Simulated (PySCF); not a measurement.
In(OH)(NH2)2 (H5InN2O), SMILES [NH2][In]([NH2])[OH]. Geometry: PBE-D3(BJ)/def2-SVP. The structure was generated by enumeration; whether it is a known compound was not checked. The def2 effective core potentials stand for the cores of In; spin–orbit coupling is left out. The values are those of a single conformer.

Question: Give the equilibrium geometry at PBE-D3(BJ)/def2-SVP (PySCF confirms it by a frequency run) as Cartesian coordinates in Å. (The exact figures need the calculation; the answer reports its results.)

Answer: This is not unique; one that fits is 
```xyz
9

In    -0.0374    -0.0203    -0.0107
O      1.7577    -0.7866    -0.5752
H      2.0599    -0.3520    -1.3954
N     -0.5055    -0.4677     1.9498
H     -0.0375    -1.3394     2.2344
H     -1.5134    -0.6172     2.0930
N     -0.9141     1.4456    -1.1885
H     -1.9083     1.5708    -0.9508
H     -0.8928     1.1802    -2.1834
```
Charge 0, spin multiplicity 1.
